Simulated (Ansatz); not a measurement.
A structure relaxed at PBE0-D4/def2-TZVP, charge 0, multiplicity 2:

```xyz
7

N     0.866    0.309   -0.757
Ge   -0.565   -0.140    0.294
S    -0.476   -2.299    0.734
H     0.825    1.237   -1.156
H     1.770    0.166   -0.328
H    -1.824    0.241   -0.498
H    -0.596    0.486    1.711
```

Question: Give its formula and SMILES.

Answer: GeH4NS, `[NH2][GeH2][S]`.

Question: Summarise the bond lengths by kind.

Answer: 1 × Ge–N 1.831 Å; 2 × H–N 1.010 to 1.011 Å; 1 × Ge–S 2.205 Å; 2 × Ge–H 1.536 to 1.549 Å.

Program: Ansatz 0.2.0.
